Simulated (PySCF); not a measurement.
Simulated C 1s region for `OC1=CC=C(F)C=C1`, binding energy against the vacuum level.

Every computed line was given a Gaussian of 0.5 eV full width at half maximum and an area set by the number of equivalent atoms; the highest printed point is 100. Theory: delta-SCF UKS SCAN, pcX-2 on the ionised atom, pcseg-1 elsewhere, spin-free X2C in PySCF 2.14.0.

binding energy (eV), intensity and a bar:
```
    289.9          1 
    290.0          2 #
    290.1          7 ##
    290.2         19 ######
    290.3         40 ############
    290.4         67 ####################
    290.5         92 ############################
    290.6        100 ##############################
    290.7         87 ##########################
    290.8         61 ##################
    290.9         35 ##########
    291.0         16 #####
    291.1          6 ##
    291.2          2 
    291.3          0 
    291.4          0 
    291.5          0 
    291.6          1 
    291.7          2 #
    291.8          6 ##
    291.9         12 ####
    292.0         21 ######
    292.1         31 #########
    292.2         39 ############
    292.3         41 ############
    292.4         39 ############
    292.5         31 #########
    292.6         22 ######
    292.7         13 ####
    292.8          6 ##
    292.9          2 #
    293.0          1 
    293.1          0
```

**Question.** How many maxima does the curve show, and how many computed lines lie under it?

**Answer.** The curve has 2 maxima (at 290.6 and 292.3 eV). Under it lie 4 lines from 4 inequivalent carbon sites. At this width some lines have no maximum of their own.

**Question.** Decompose the envelope and assign each component. Numbering: `[OH:1][c:2]1[cH:3][cH:4][c:5]([F:6])[cH:7][cH:8]1`.

**Answer.** 
| position (eV) | relative area | line | atoms | environment |
| --- | --- | --- | --- | --- |
| 290.57 | 2 | C 1s | C3/C8 | aromatic CH carbon |
| 290.61 | 2 | C 1s | C4/C7 | aromatic CH carbon |
| 292.17 | 1 | C 1s | C2 | aromatic carbon bearing oxygen |
| 292.43 | 1 | C 1s | C5 | aromatic C–F carbon |

The listed C 1s values span 1.86 eV, from C3/C8 (bonded to 2 C (aromatic in the SMILES) and H) to C5 (bonded to F and 2 C (aromatic in the SMILES)). The values 290.57 and 290.61 eV lie too close for their order to be trusted.

Shake-up satellites, vibrational structure and lifetime widths aren't simulated. Topologically equivalent atoms share the value of their first member; where this conformer doesn't relate them by symmetry, their own values could differ. Isolated species at its PBE0-D3(BJ)/def2-SVP geometry (one conformer only).

Conformer computed: `[OH:1][c:2]1[cH:3][cH:4][c:5]([F:6])[cH:7][cH:8]1`: H–O1–C2–C3 0°.
